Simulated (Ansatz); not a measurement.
An input meant for (H2Al-mu-Cl)2 (Al₂H₄Cl₂) (charge 0, singlet; atoms displaced at random, 0.15 Å in each coordinate).

```yaml
crystal:
  periodic: [false, false, false]
  atoms:
    - {symbol: Al, position_ang: [0.133825, -0.560879, -1.238559]}
    - {symbol: H, position_ang: [-0.444763, -0.428141, -2.965426]}
    - {symbol: H, position_ang: [-0.012729, -2.449887, -0.995239]}
    - {symbol: Cl, position_ang: [-1.508738, -0.197785, 0.507958]}
    - {symbol: Al, position_ang: [0.392850, 0.780254, 1.392836]}
    - {symbol: H, position_ang: [0.326107, -0.067740, 2.753182]}
    - {symbol: H, position_ang: [-0.104711, 2.605508, 1.108036]}
    - {symbol: Cl, position_ang: [1.385618, 0.139471, -0.139594]}
basis:
  gaussian: {orbitals: cc-pVTZ-DK}
hamiltonian: {xc: {name: HF}, dispersion: d2}
scf: {lower_state_search: full}
output: {forces: true}
```

```sh
$ ansatz run in.yaml --threads 4 --pin off --events-out ev --progress --plain --max-ram 3916MiB
```

Shortened log:

```
Error: YAML parse error: error: line 14 column 43: hamiltonian.dispersion: `d2` is not `none`, `rvv10`, `d3bj`, `d3bjatm`, `d4` or a map `{method: …, s8: …, a1: …, a2_bohr: …}` (numbers without units, a2 in bohr) or `{method: …, functional: …}`
12 | basis:
13 |   gaussian: {orbitals: cc-pVTZ-DK}
14 | hamiltonian: {xc: {name: HF}, dispersion: d2}
15 | scf: {lower_state_search: full}
16 | output: {forces: true}
```

Problem. What is wrong with this run?

Solution. The program holds no damping parameters for this pairing of functional and dispersion term, so they'd have to be typed. The input was rejected before any iteration.
